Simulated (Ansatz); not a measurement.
The same atomization along the group B, Al, Ga, In.

Computed with Ansatz on PBE0-D4/def2-TZVP structures; ΔE is electronic, products minus reactants. CCSD(T)/CBS is the MP2 limit (def2-TZVPP, def2-QZVPP) plus CCSD(T) − MP2 in def2-TZVPP, frozen cores. Small cases extrapolate CCSD(T) itself. Functionals use def2-TZVPP. No spin–orbit coupling; open shells (•) take unrestricted orbitals. Spin–orbit coupling would lower the free atoms: a little for Al, B, Cl; clearly for Ga; strongly for In. def2 core potentials past Kr. For Ga, In outer-core shells are correlated without core-valence functions, so the limit isn't a true one: a few kJ/mol of doubt a bond, and 10 to 20 or more in all where bonds break to atoms. Scalar relativity is left out up to krypton.

| reaction | CCSD(T)/CBS(def2) (kcal/mol) |
| --- | --- |
| `[B]Cl` → B• + Cl• | 122.5 |
| `[Al][Cl]` → Al• + Cl• | 122.5 |
| `[Cl][Ga]` → Ga• + Cl• | 114.3 |
| `[Cl][In]` → In• + Cl• | ? |

(1) Fill in the missing values. (Estimate.)

Largest T1 diagnostic: 0.018, for Al•.

Extrapolated directly: `[B]Cl` → B• + Cl•; `[Al][Cl]` → Al• + Cl•.

Answers

(1) Computed: `[Cl][In]` → In• + Cl•: +108.8 kcal/mol.

For atomizations the MP2-based limit and the directly extrapolated one differ by several kJ/mol either way, and by 10 to 25 for some Ge, Se and Sn compounds, so smaller differences from it don't rank the levels.
